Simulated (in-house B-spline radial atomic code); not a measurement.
Results of a calculation; reference values are marked as such.
## Making a Troullier-Martins d channel for Se, r_c = 1.71 bohr

Se, [Ar] 3d10 4s2 4p4, non-relativistic PBE, spherical and spin-unpolarised, from a B-spline radial code for spherical atoms (atomic units). The all-electron 3d level is ε = -2.001660 hartree and its outer maximum at 0.45 bohr.

Inside r_c the pseudo-orbital is u(r) = r^3 exp(p(r)), with p = c0 + c2 r² + c4 r⁴ + … + c12 r¹². The seven coefficients follow from p and its first four derivatives at r_c, from zero curvature of the screened potential at the origin, c4 = −c2²/(2l + 5), and from the norm inside r_c. At r_c the all-electron orbital has P = 0.1734493, P' = -0.3380888, the screened potential V = -1.196175, V' = 1.58117, V'' = -2.698513, and the norm inside is Q = 0.9923763.

(1) What are p, p' and p'' at r_c?

For a trial c2 the five matching conditions are linear in c0, c6, c8, c10 and c12, and c2 is varied until the norm inside r_c equals Q. The root nearest zero gives:

| n | c_n |
| --- | --- |
| 0 | 3.012291 |
| 2 | -3.116685 |
| 4 | -1.079303 |
| 6 | 1.494592 |
| 8 | -0.6053091 |
| 10 | 0.1113718 |
| 12 | -0.007926763 |

(2) Check c4 and p(r_c), and find the screened pseudopotential at the origin.

Orbitals and screened potentials:

```csv
r (bohr),P,u,V all-electron,V pseudo
0.171,0.5655,0.09274,-111.5,-23.76
0.428,1.251,0.8761,-23.81,-21.73
0.684,1.058,1.357,-9.051,-14.34
0.94,0.7236,0.9497,-4.513,-4.879
1.197,0.46,0.5064,-2.611,-0.4225
1.454,0.2842,0.2861,-1.709,-0.8302
1.71,0.1734,0.1734,-1.196,-1.196
```

Logarithmic derivatives P'/P at R = 2.01 bohr, for energies E around ε:

| E − ε (hartree) | all-electron | pseudo |
| --- | --- | --- |
| -0.5 | 2.08258 | 2.13514 |
| -0.25 | 1.83876 | 1.8946 |
| -0.1 | 1.42277 | 1.47246 |
| 0 | -1.9812 | -1.98119 |
| 0.1 | 2.84635 | 2.96436 |
| 0.25 | 2.18812 | 2.28751 |
| 0.5 | 1.89267 | 1.99916 |

Answers

(1) p = ln(P/r_c^3) = ln(0.1734493/5.00021) = -3.36135. p' = P'/P − 3/r_c = -1.94921 − 1.75439 = -3.70359. The radial equation gives p'' = 2(V − ε) − 2(3) p'/r_c − p'² = 1.61097 − (-12.99507) − 13.71662 = 0.88942. Differentiating, p''' = 2V' + 2(3)p'/r_c² − 2(3)p''/r_c − 2p'p'' = -0.96977, and p'''' = 2V'' − 4(3)p'/r_c³ + 4(3)p''/r_c² − 2(3)p'''/r_c − 2p''² − 2p'p''' = 1.7786.

(2) −c2²/9 = -1.0793, as listed. The terms c_n r_c^n are 3.01229, -9.11350, -9.22843, 37.36797, -44.25334, 23.80873, -4.95506, which sum to -3.36135. Inverting the radial equation, V_l(r) = ε + 3 p'/r + (p'' + p'²)/2, so V_l(0) = ε + (2l + 3) c2 = -2.00166 + 7 × (-3.11669) = -23.8185 hartree, finite where the all-electron potential diverges.
